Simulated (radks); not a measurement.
Pb57+, configuration [Ar] 3d7. All-electron calculation, scalar-relativistic Kohn-Sham, LDA (Slater exchange, VWN5 correlation), spin-polarised, spherical densities, finite nucleus; open shells are filled with parallel spins first (spin-orbit coupling, left out, can overturn this in heavy ions); Fermi nuclear charge, rms radius 5.5012 fm. Program: a radial shooting solver on a logarithmic mesh with Libxc functionals.

Normalised radial functions P(r) = r R(r), r in bohr:

| r | 3p down |
|---|---|
| 0.00117 | 0.0182 |
| 0.001624 | 0.0311 |
| 0.002236 | 0.0525 |
| 0.003104 | 0.0893 |
| 0.004274 | 0.1487 |
| 0.005934 | 0.2477 |
| 0.008171 | 0.3988 |
| 0.01134 | 0.6285 |
| 0.01562 | 0.9320 |
| 0.02169 | 1.2913 |
| 0.02986 | 1.5761 |
| 0.04146 | 1.5673 |
| 0.05709 | 0.9803 |
| 0.07925 | -0.3221 |
| 0.1091 | -1.8458 |
| 0.1515 | -2.6861 |
| 0.2086 | -2.2019 |
| 0.2896 | -1.0068 |
| 0.3989 | -0.2328 |
| 0.5537 | -0.0199 |

3p down: eigenvalue -6430.2 eV, 1 radial node at r = 0.0740 bohr, <r> = 0.169 bohr, 90 % of the charge inside 0.252 bohr.
